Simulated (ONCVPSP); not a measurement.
# What one change does to a pseudopotential (rhenium (Re), ONCV)

| Quantity | Value |
| --- | --- |
| Element | rhenium |
| Generator | ONCVPSP 4.0.1 |
| Type | optimised norm-conserving Vanderbilt (ONCV) |
| Functional | PBE |
| Relativity | scalar-relativistic |
| Frozen core | [Kr] 4d10 4f14 |
| Valence charge | 15 |
| Reference configuration | 5s2 5p6 5d5 6s0.5 (charge +1.5) |
| Partial waves | 5s+6s: rc 1.65 bohr, ncon 4, nbas 7, qcut 6.1 1/bohr, 2 projectors; 5p: rc 1.85 bohr, ncon 4, nbas 7, qcut 6.5 1/bohr, 2 projectors, debl 1.7 Ha; 5d: rc 2.45 bohr, ncon 5, nbas 10, qcut 6.4 1/bohr, 2 projectors, debl 2.6 Ha |
| Local potential | polynomial inside 1.60 bohr (lpopt 5, dvloc0 0 Ha) |
| Core correction | Teter function, fcfact 3.5, rcfact 1.7 |

In the p channel the program set the typed energies aside and used -2.172, 0.250 Ha.

Change: local potential polynomial inside 1.60 bohr (lpopt 5, dvloc0 2 Ha).

Cutoffs: the cutoffs (Ha) at which the residual kinetic energy of the hardest occupied pseudo-wave falls to 1 and 0.1 mHa per electron; they do not see the model core or the augmentation charge, which bear on the density cutoff. Errors are all-electron minus pseudo energies relative to the spin-unpolarised reference configuration.

Question: What does the change do?

Answer: The potential gets neither clearly harder nor softer (17 Ha and 35 Ha → 17 Ha and 35 Ha); the errors of the 4 common tests hardly move; neither file shows a bound ghost.

| quantity | base | changed |
| --- | --- | --- |
| cutoff, loose | 17 Ha | 17 Ha |
| cutoff, tight | 35 Ha | 35 Ha |
| bound ghosts | none | none |
| GHOST(+) flags under 300 eV | none | none |
| error for 5s2 5p6 5d5 6s2, meV [ΔE -16.49 eV] | -6.6 | -6.3 |
| error for 5s2 5p6 5d5 6s1, meV [ΔE -7.24 eV] | +0.3 | +0.4 |
| error for 5s2 5p6 5d5 6s0, meV [ΔE 9.08 eV] | -5.9 | -5.8 |
| error for 5s1 5p6 5d5 6s2, meV [ΔE 75.27 eV] | -438 | -435 |
| s: phases at 1.68 bohr within 0.05 rad from the reference energy up to (Ha; the scan ends near 5) | to the end of the scan | to the end of the scan |
| p: phases at 1.88 bohr within 0.05 rad from the reference energy up to (Ha; the scan ends near 5) | to the end of the scan | to the end of the scan |
| d: phases at 2.49 bohr within 0.05 rad from the reference energy up to (Ha; the scan ends near 5) | to the end of the scan | to the end of the scan |
| rms error of d²Exc/dni dnj with the model core, mHa | 2.44 | 2.44 |
